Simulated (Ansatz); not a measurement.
Consider the ligand exchange at a Ge–C bond: `F[CH2][GeH3]` + `O[SiH](F)S` → `O[SiH](F)[S][GeH3]` + `CF`.

Gas-phase electronic energies from Ansatz, PBE0-D4/def2-TZVP geometries. CCSD(T)/CBS adds triple-zeta CCSD(T) − MP2 to the extrapolated MP2 energy (def2 sets, frozen cores). This one scheme is used for every species. DFT in def2-TZVPP. For Ge outer-core shells are correlated without core-valence functions, which leaves a few kJ/mol of doubt a bond. Scalar relativity is left out up to krypton. One conformer a species, not always the lowest.

`F[CH2][GeH3]`:

```xyz
8

F    -0.249   -1.446   -1.307
C    -0.748   -0.621   -0.312
Ge    0.661    0.606    0.331
H    -1.114   -1.250    0.505
H    -1.592   -0.059   -0.722
H     1.155    1.478   -0.832
H     0.058    1.499    1.429
H     1.829   -0.206    0.908
```

`O[SiH](F)S`:

Z-matrix (Å, degrees):
```
Si
F 1 1.594
S 1 2.124 2 107.3
O 1 1.624 2 112.2 3 -119.5
H 1 1.470 2 107.1 3 123.8
H 3 1.344 1 93.3 2 34.3
H 4 0.959 1 118.6 2 71.2
```

`O[SiH](F)[S][GeH3]`:

Cartesian coordinates in Å:
```
O 1.024 -0.002 -1.333
Si 0.332 -1.312 -0.643
F 1.348 -1.863 0.460
S -1.506 -0.732 0.184
Ge -0.895 1.277 0.967
H 1.967 -0.032 -1.507
H 0.110 -2.426 -1.586
H 0.484 1.176 1.629
H -1.974 1.617 2.003
H -0.893 2.297 -0.176
```

`CF`:

Z-matrix (Å, degrees):
```
C
F 1 1.376
H 1 1.092 2 109.1
H 1 1.092 2 109.1 3 -120.0
H 1 1.092 2 109.1 3 120.0
```

```csv
level,ΔE (kJ/mol)
r2SCANh-D4,-82.2
CCSD(T)/def2-SVP,-83.5
```

What does CCSD(T)/CBS give? (Best estimate.)

The calculation gave: -81.3 kJ/mol. The listed levels differ from it by -0.9, -2.2 kJ/mol.

What do rigid-rotor, harmonic-oscillator terms from PBE0-D4/def2-TZVP frequencies (298.15 K, 1 bar) make of the CCSD(T)/CBS value? (Best estimate.)

Computed: ΔZPE = +7.8 kJ/mol, ΔH = -72.4 kJ/mol, ΔS = -10 J/(mol·K), ΔG = -69.3 kJ/mol. Modes under 50 cm⁻¹ make the entropy rough.

Largest T1 diagnostic among the species: 0.012.

From BLYP to BHLYP (50 % exact exchange), in def2-TZVPP and without D4, ΔE moves by −11.2 kJ/mol. The D4 term adds −8.0 kJ/mol with B3LYP and −4.5 kJ/mol with PBE0; it sums over pairs of atoms, weighted by their polarisabilities, and B3LYP, whose exchange is more repulsive, gets the larger term. Leaving LDA and LC-ωPBE aside and taking each functional with its dispersion term where it has one, the values, not all of them listed here, spread over 11.1 kJ/mol, from BHLYP-D4 to CAM-B3LYP-D4.

B3LYP here is the variant with VWN-RPA as its local correlation; programs differ in this.
